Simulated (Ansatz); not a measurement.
Computed with Ansatz on PBE0-D4/def2-TZVP structures; ΔE is electronic, products minus reactants. CCSD(T)/CBS adds triple-zeta CCSD(T) − MP2 to the extrapolated MP2 energy (def2 sets, frozen cores). This one scheme is used for every species. DFT in def2-TZVPP. B3LYP here is the variant with VWN-RPA as its local correlation; programs differ in this. Each species was taken in one conformer, which may not be the lowest.

Reaction (silylene formation by 1,1-elimination): `N[SiH](N)O[SiH3]` → `NN` + `[SiH]O[SiH3]`

```
         level  ΔE (eV)
     r2SCAN-D4     5.50
       PBE0-D4     5.28
       ωB97M-V     5.23
           PBE     4.93
         B3LYP     5.00
MP2/def2-TZVPP     5.56
MP2/def2-QZVPP     5.63
CCSD/CBS(def2)     5.36
```

(1) What does CCSD(T)/CBS give? (An estimate is asked.)

Largest T1 diagnostic among the species: 0.014.

Results:

(1) Computed: +5.36 eV. The listed levels differ from it by 0.14, -0.08, -0.13, -0.43, -0.36, 0.20, 0.27, 0.00 eV.

The D4 term adds +0.18 eV with B3LYP and +0.10 eV with PBE0; it sums over pairs of atoms, weighted by their polarisabilities, and B3LYP, whose exchange is more repulsive, gets the larger term. From PBE to PBE0 (25 % exact exchange), in def2-TZVPP and without D4, ΔE moves by +0.25 eV.
